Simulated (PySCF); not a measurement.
Oscillator strengths, rates and cross-sections

C4H6F2O2.
SMILES: `F[C@@H]1OCC[C@@H](F)O1`

Level of theory: TDDFT CAM-B3LYP/def2-SVPD, vertical, gas phase, core orbitals frozen in the response (PySCF). One conformer (not necessarily the lowest) at the GFN2-xTB geometry, without solvent, vibrations or thermal averaging.

Computed singlets with f of 0.002 or more:

| state | ν̃ (cm⁻¹) | f |
| --- | --- | --- |
| S2 | 70130 | 0.011 |
| S3 | 72240 | 0.0098 |
| S4 | 73400 | 0.012 |
| S5 | 75320 | 0.0042 |
| S6 | 76080 | 0.036 |
| S7 | 78250 | 0.036 |
| S8 | 79240 | 0.010 |

**Question.** Turn these into Einstein A coefficients, radiative lifetimes, transition dipoles and integrated cross-sections.

**Answer.** Relations used (vacuum, state to state): A = 0.6670 f ν̃² s⁻¹ (ν̃ in cm⁻¹); τ = 1/A; f = (2/3) ΔE |μ|² in atomic units; ∫σ dE = 109.76 f Mb·eV.

```csv
state,A (s⁻¹),τ,|μ| (D),∫σ dE (Mb·eV)
S2,3.5×10⁷,28 ns,0.57,1.2
S3,3.4×10⁷,29 ns,0.54,1.1
S4,4.4×10⁷,23 ns,0.60,1.3
S5,1.6×10⁷,63 ns,0.35,0.46
S6,1.4×10⁸,7.2 ns,1.00,3.9
S7,1.5×10⁸,6.8 ns,0.99,4
S8,4.2×10⁷,24 ns,0.52,1.1
```

Leading configurations: S2 H→L+1 (81%); S3 H-1→L (72%); S4 H→L+2 (74%); S5 H→L+3 (69%); S6 H→L+4 (33%); S7 H-1→L+1 (37%); S8 H-1→L+2 (56%) (H = HOMO, L = LUMO).

Only emission to the ground state at the vertical energy is counted.

**Question.** How much energy does a mole of photons resonant with S7 carry?

**Answer.** 9.702 eV × 96.485 = 936 kJ/mol (224 kcal/mol).

**Question.** Suppose S2 emitted 0.3 eV lower with the same transition dipole. How would A change?

**Answer.** At fixed |μ|, A goes as the cube of the energy: (8.40/8.70)³ = 0.90, which makes τ about 31 ns.

**Question.** What is the integrated cross-section of all computed states together?

**Answer.** Σf = 0.120 over S1 to S8, so 109.76 × Σf ≈ 13.1 Mb·eV.
